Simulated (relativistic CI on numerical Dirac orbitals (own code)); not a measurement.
Fe4+ in a cubic cluster: 1s photoemission with charge transfer

Computed with a charge-transfer multiplet model of a cubic metal-ligand cluster with up to 2 ligand holes, Slater and spin-orbit integrals from Dirac-Coulomb-Breit ions, Slater integrals scaled by 0.7. The parameters are those of a tetrahedral site (10Dq negative, t2 hopping the larger). The ground state mixes d4 with configurations of k ligand holes L, whose averages lie at kΔ + k(k − 1)U_dd/2; a core hole lowers each added d electron by U_cd. 20 K, Lorentzian 1.1 eV and Gaussian 0.6 eV FWHM.

Atomic integrals in eV (Slater integrals scaled, ζ unscaled), ground: F2dd 9.078, F4dd 5.706, zeta_d 0.064; with the core hole: F2dd 10.194, F4dd 6.431, zeta_d 0.091, G2cd 0.059.

Cluster parameters (eV): U_dd = 6, U_cd = 7.5, 10Dq = -0.45, 10Dq(ligand) = 0, V(eg) = 0.65, V(t2g) = -1.1, final-state hopping factor = 0.8.

| Case | n_d | d4 | d5L | d6L2 | S |
| --- | --- | --- | --- | --- | --- |
| Δ = -0.6 eV | 4.91 | 0.15 | 0.79 | 0.06 | 2.00 |
| Δ = 0.4 eV | 4.80 | 0.25 | 0.71 | 0.04 | 2.00 |
| Δ = 2.4 eV | 4.46 | 0.56 | 0.42 | 0.02 | 2.00 |

Weights, n_d and S are thermal averages at 20 K. Binding energies count from the first peak over 30 % of the highest in each spectrum, which can be another peak from case to case. The parameters are a model scan and need not match a compound or its usual spin state. Peaks in eV (height, largest 100):
- Δ = -0.6 eV: 0.0 (100), 3.7 (22), 7.2 (5), 12.7 (8)
- Δ = 0.4 eV: 0.0 (100), 4.2 (16), 7.4 (7), 11.6 (12)
- Δ = 2.4 eV: 0.0 (100), 3.4 (20), 5.5 (23), 7.9 (33), 9.5 (32)

For the case Δ = 0.4 eV, Δ = 0.4 eV is smaller than U_dd = 6 eV, the charge-transfer side of the Zaanen-Sawatzky-Allen scheme. With the core hole the configuration with one ligand hole lies at Δ − U_cd = -8.1, -7.1, -5.1 eV from the one without, in the order of the table; where this is negative the screened configuration lies lower.

With at most 2 ligand holes the space is cut while the next configuration still counts, so covalency is underestimated, and a final configuration with one more ligand hole, which can lie low, is missing from the spectra.
